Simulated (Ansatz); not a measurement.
A nudged elastic band was laid between two geometries of CH5GaSeSi (9 atoms, charge 0, multiplicity 1).

The calculation used Ansatz 0.2.0, RKS B3LYP/def2-SVP.

- movable images: 7
- climbing image: yes
- spring: 5.0 eV/Å²
- optimiser: quadratic models (default)
- start path: through a guess of the saddle point
- force threshold: 0.2 eV/Å
- iteration limit: 41
- end points: relaxed

Image 0:

```xyz
9
Properties=species:S:1:pos:R:3
Si -0.247 1.168 -0.740
C -0.438 -0.549 -0.018
Ga 0.643 -1.250 1.452
Se 0.968 -1.949 -0.719
H -0.394 1.171 -2.227
H -1.288 2.074 -0.161
H 1.100 1.714 -0.397
H -1.449 -0.972 -0.103
H 1.107 -1.405 2.913
```

Image 8:

```xyz
9
Properties=species:S:1:pos:R:3
Si -0.198 1.102 -0.704
C -0.422 -0.517 0.220
Ga -0.060 -0.526 2.286
Se 0.978 -1.854 -0.202
H -0.036 0.942 -2.181
H -1.396 1.968 -0.462
H 1.009 1.819 -0.190
H -1.405 -0.980 0.034
H 1.531 -1.954 1.200
```

(1) What changes between the two ends?

(2) Give the energies along the band, and the barrier.

(3) What is the geometry of the highest image?

Results:

(1) Bonds broken: Ga3–H9. Bonds formed: Se4–H9.

(2) The run converged. The highest image is number 4 of 0 to 8, 16.1 kcal/mol above the first end and 15.7 kcal/mol above the last; the last end lies 0.4 kcal/mol above the first. The threshold of 0.2 eV/Å is loose, so the images may lie well off the minimum-energy path. The order of the stationary point at the top wasn't checked. The orbitals stay closed-shell, which can raise the energy where a bond breaks towards radicals; this wasn't checked here.

```tsv
image	path coordinate (Å)	energy (kcal/mol)	Ga3–H9 (Å)	Se4–H9 (Å)
0	0.00	0.0	1.54	3.68
1	0.39	0.4	1.54	3.63
2	0.78	4.7	1.53	3.34
3	1.17	12.9	1.54	3.01
4	1.56	16.1	1.60	2.67
5	1.91	14.5	1.66	2.26
6	2.25	8.2	1.80	1.84
7	2.60	1.2	2.12	1.56
8	2.94	0.4	2.40	1.51
```

(3) 
```xyz
9
Properties=species:S:1:pos:R:3
Si -0.225 1.159 -0.749
C -0.438 -0.574 -0.025
Ga 0.272 -0.803 1.903
Se 0.885 -1.896 -0.431
H -0.153 1.071 -2.236
H -1.384 2.021 -0.369
H 1.031 1.779 -0.240
H -1.473 -0.949 -0.018
H 1.485 -1.808 2.166
```

Time of the run: 4.1 min on 2 threads of Intel(R) Xeon(R) Platinum 8375C CPU @ 2.90GHz (Ice Lake), with other jobs on the host, peak memory 0.36 GiB.
